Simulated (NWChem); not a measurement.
Molecule: Ag₂; SMILES [Ag][Ag]

```xyz
2

Ag     0.0000     0.0000    -1.2893
Ag     0.0000     0.0000     1.2893
```
Atoms are numbered in this order, from 1.

Computed with NWChem. All runs use the structure optimised with PBE0/def2-SVP. def2 effective core potentials on Ag; no spin-orbit coupling. Static field.

Task: Order these by “isotropic polarisability (bohr³)”, lowest first: PBE/def2-SVPD; BHandHLYP/def2-SVPD; B3LYP/def2-SVPD; CAM-B3LYP/def2-SVPD.

Result: PBE/def2-SVPD (86.1), B3LYP/def2-SVPD (88.9), CAM-B3LYP/def2-SVPD (91.5), BHandHLYP/def2-SVPD (95.9)
